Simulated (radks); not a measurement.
The numbers below are computed, except where a source is named.
Q: Species: Ge XXV. Configuration: [He] 2s2 2p4. Level of theory: Dirac Kohn-Sham, LB94 model potential, spin-unpolarised, spherical densities, finite nucleus; open shells fill j = l - 1/2 first; Fermi nuclear charge, rms radius 4.0742 fm (a radial shooting solver on a logarithmic mesh with Libxc functionals). Some entries of the table are withheld. Estimate them.

orbital  occ.  eigenvalue (Ry)  <r^2> (bohr^2)  r(max) (bohr)
1s1/2       2        -910.2242        0.002945            (1)
2s1/2       2        -189.0322         0.04771         0.1722
2p1/2       2        -180.2875             (2)            (3)
2p3/2       2        -177.6475             (4)            (5)
3s1/2       0        -78.20199          0.2620            (6)
3p1/2       0              (7)          0.2415         0.4335
3p3/2       0              (8)          0.2463         0.4384

A: 
(1) 1s1/2 r(max) (bohr): 0.03070
(2) 2p1/2 <r^2> (bohr^2): 0.03604
(3) 2p1/2 r(max) (bohr): 0.1345
(4) 2p3/2 <r^2> (bohr^2): 0.03730
(5) 2p3/2 r(max) (bohr): 0.1373
(6) 3s1/2 r(max) (bohr): 0.4582
(7) 3p1/2 eigenvalue (Ry): -75.50895
(8) 3p3/2 eigenvalue (Ry): -74.81025
